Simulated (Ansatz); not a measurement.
Relaxation of C₂H₈AlNO (13 atoms, charge 0, multiplicity 1), to a largest force component of 0.015 eV/Å in at most 40 steps.

These are results of Ansatz 0.2.0, RKS B3LYP-D4/def2-SVP, not measurements.

```xyz
13
Properties=species:S:1:pos:R:3:forces:R:3
N -0.863 2.135 1.084 -2.49 3.02 0.14
C -1.113 0.956 0.301 1.54 -0.56 0.67
Al 0.569 -0.061 0.165 0.79 0.17 0.14
C 0.735 -1.772 -0.841 -3.62 -0.08 1.72
O 1.567 -1.696 -1.920 0.87 -0.07 -1.71
H -1.802 2.741 1.035 2.59 -1.30 0.51
H -0.741 1.914 2.078 -0.07 0.01 -0.20
H -1.848 0.340 0.771 -1.35 -1.10 0.04
H -1.426 1.233 -0.688 -0.46 0.12 -0.96
H 1.922 0.495 0.912 -0.43 -0.14 -0.24
H 0.931 -2.616 -0.134 0.10 -0.14 -0.32
H -0.334 -1.972 -1.223 1.14 0.02 0.34
H 2.424 -1.731 -1.524 1.39 0.05 -0.12
```

Task: Where does it end, and by what steps?

Result: It converged. After 21 steps the energy has fallen by 0.935 eV; O5 moved furthest, 1.26 Å. Joined: Al3–O5 (2.83 → 1.97 Å).

```tsv
step	energy less start (eV)	largest force component (eV/Å)	accepted
0	0.0000	3.619	yes
1	-0.4840	1.585	yes
2	-0.5729	0.494	yes
3	-0.5896	0.261	yes
4	-0.5998	0.152	yes
5	-0.6070	0.117	yes
6	-0.6309	0.405	yes
7	-0.6845	0.638	yes
8	-0.7695	0.648	yes
9	-0.8383	0.780	yes
10	-0.8046	0.956	no
11	-0.8801	0.203	yes
12	-0.8994	0.168	yes
13	-0.9161	0.525	yes
14	-0.9219	0.336	yes
15	-0.9283	0.124	yes
16	-0.9323	0.077	yes
17	-0.9344	0.061	yes
18	-0.9351	0.055	yes
19	-0.9354	0.036	yes
20	-0.9355	0.015	yes
21	-0.9355	0.010	yes
```

```xyz
13
Properties=species:S:1:pos:R:3
N -0.586 2.109 0.633
C -1.160 0.758 0.478
Al 0.386 -0.465 0.484
C 0.563 -1.971 -0.770
O 1.117 -0.671 -1.339
H -1.288 2.840 0.497
H -0.232 2.238 1.582
H -1.990 0.515 1.178
H -1.598 0.679 -0.535
H 1.572 -0.291 1.529
H 1.379 -2.700 -0.664
H -0.194 -2.342 -1.473
H 2.050 -0.734 -1.586
```

Whether the end is a true minimum wasn't checked by a vibrational analysis.

The run took 27 s on 2 threads of AMD EPYC 9R45 (Zen 5), with other jobs on the host, peak memory 0.26 GiB.
